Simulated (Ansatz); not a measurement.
Two isomers of CH6NPSi: A = `C=NP[SiH3]`, B = `C1NP[SiH2]1`.

Isolated molecules relaxed with PBE0-D4/def2-TZVP in Ansatz; ΔE leaves out vibrations. CCSD(T)/CBS adds triple-zeta CCSD(T) − MP2 to the extrapolated MP2 energy (def2 sets, frozen cores). Functionals use def2-TZVPP. B3LYP here is the variant with VWN-RPA as its local correlation; programs differ in this. Each species was taken in one conformer, which may not be the lowest.

Task: Which is lower in electronic energy at CCSD(T)/CBS, and by how much? (An estimate is asked.)

Result: The calculation gave: B, by 7.6 kcal/mol.

Task: Give E(B) − E(A) in kcal/mol with ωB97M-V, CCSD/def2-TZVPP, PBE-D4, PBE0-D4, B3LYP-D4, MP2/def2-TZVPP, CCSD(T)/def2-SVP. (An estimate is asked.)

Result: Computed: ωB97M-V -8.9, CCSD/def2-TZVPP -6.6, PBE-D4 -7.0, PBE0-D4 -9.9, B3LYP-D4 -3.7, MP2/def2-TZVPP -9.0, CCSD(T)/def2-SVP -3.4. None reverses the order clearly.

Task: Does the order hold for the free energy at 298.15 K (harmonic terms from PBE0-D4)? (An estimate is asked.)

Result: The calculation gave: Yes: G(B) − G(A) = -2.9 kcal/mol, for one conformer each.

Largest T1 diagnostic: 0.015.

Leaving LDA and LC-ωPBE aside and taking each functional with its dispersion term where it has one, the values, not all of them listed here, spread over 10.6 kcal/mol, from PBE-QIDH to BLYP-D4. LDA lies −7.0 kcal/mol from PBE without D4. From PBE to PBE0 (25 % exact exchange), in def2-TZVPP and without D4, E(B) − E(A) moves by −3.1 kcal/mol.
